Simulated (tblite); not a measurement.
C₆H₇FO₂.
Bonds: C1–O2, O2–C3, C3–C4 (double), C4–F5, C4–C6, C6–C7, C7–C8, C8–O9 (double), C3–C8. Hydrogens: H10, H11, H12 on C1; H13, H14 on C6; H15, H16 on C7.

Computed with GFN2-xTB (tblite), gas phase: nudged elastic band of 9 images (0 to 8), spring 0.2 eV/Å², climbing image at the end, force threshold 0.05 eV/Å. No saddle search or frequency run followed, so the top image need not be a first-order saddle, and its height can exceed the method's true barrier by a kcal/mol or more.

The band describes a rotation about C3–O2 (vinylic carbon bearing oxygen, ether oxygen), followed by the dihedral C8–C3–O2–C1, from the optimised start (180°) to a second optimised geometry at 0°.

**Question.** How does the energy change from image to image?

**Answer.** 
| image | dihedral (°) | E (kJ/mol) | C3–O2 (Å) | C8···C1 (Å) | largest true force (eV/Å) |
| --- | --- | --- | --- | --- | --- |
| 0 | 180 | 0.00 | 1.343 | 3.72 | 0.01 |
| 1 | -160 | 3.24 | 1.345 | 3.70 | 0.04 |
| 2 | -138 | 10.80 | 1.351 | 3.62 | 0.05 |
| 3 | -113 | 18.75 | 1.360 | 3.47 | 0.05 |
| 4 | -88 | 19.76 | 1.364 | 3.29 | 0.04 |
| 5 | -63 | 12.81 | 1.359 | 3.10 | 0.06 |
| 6 | -41 | 5.86 | 1.353 | 2.99 | 0.05 |
| 7 | -21 | 1.75 | 1.351 | 2.94 | 0.04 |
| 8 | 0 | -0.10 | 1.350 | 2.93 | 0.01 |

Barriers of this band. The top is image 4 at -88°: 19.8 kJ/mol in either direction, as the ends lie within 0.002 eV of each other. The central bond is 0.021 Å longer at the top than at the start.

**Question.** What rate follows at 200 K for crossing this barrier forward?

**Answer.** Taking the electronic barrier for the free energy of activation (no zero-point or entropy terms, transmission 1), rate = (kT/h)·exp(−ΔE/kT) ≈ 3 × 10^7 s⁻¹, whose inverse is 3 × 10^-8 s. An error of 1 kcal/mol in the barrier changes this by a factor of 12, and the method and the loose band can each miss by that much or more.

What follows is the cost of the whole band run. On an Arm Neoverse V1 with one thread, shared host, this took 3.3 s wall and 0.18 GiB of memory at its peak.
